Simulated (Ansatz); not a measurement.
Breaking a bond: BH, singlet.

- RKS-PBE = restricted PBE/cc-pVDZ in Ansatz (a first-principles code)
- RKS-PBE0 = restricted PBE0/cc-pVDZ (Ansatz)
- RKS-B3LYP = Ansatz with restricted B3LYP/cc-pVDZ
- UCCSD(T) = CCSD(T) on UHF/cc-pVDZ, frozen core in Ansatz
- UKS-B3LYP = Ansatz with unrestricted B3LYP/cc-pVDZ
- UKS-PBE0 = unrestricted PBE0/cc-pVDZ in Ansatz
- UKS-PBE = Ansatz with unrestricted PBE/cc-pVDZ
- FCI = full CI/cc-pVDZ, frozen core run with Ansatz

Cost and accuracy over the 22 points of the scan, with FCI as yardstick. Costs are rough ratios of core time within Ansatz on shared cores, each with its mean field (Kohn-Sham runs search longer for lower solutions than correlated ones do); the miss is the largest error against full CI of the curve after the mean shift, in kcal/mol.

| level | relative cost | largest error |
|---|---|---|
| RKS-PBE | 1 | 25.0 |
| RKS-PBE0 | 1 | 38.9 |
| RKS-B3LYP | 1 | 34.5 |
| UCCSD(T) | 2 | 2.1 |
| UKS-B3LYP | 4 | 3.0 |
| UKS-PBE0 | 4 | 3.9 |
| UKS-PBE | 5 | 2.6 |

Costs within a factor of two of each other count as equal.

The restricted form behind RKS-PBE, RKS-PBE0, RKS-B3LYP keeps the bonding electrons paired and can't separate into open-shell fragments. The unrestricted determinant behind UCCSD(T) is spin-contaminated at 0.98 to 4.98 Å (<S²> up to 1.0, against 0.00 for a pure singlet). The unrestricted determinant behind UKS-B3LYP is spin-contaminated at 0.98 to 1.31, 2.51 to 4.98 Å (<S²> up to 1.0, against 0.00 for a pure singlet). The unrestricted determinant behind UKS-PBE0 is spin-contaminated at 0.98 to 1.56, 2.20 to 4.98 Å (<S²> up to 1.0, against 0.00 for a pure singlet). The unrestricted determinant behind UKS-PBE is spin-contaminated at 0.98 to 1.43, 2.51 to 4.98 Å (<S²> up to 1.0, against 0.00 for a pure singlet).
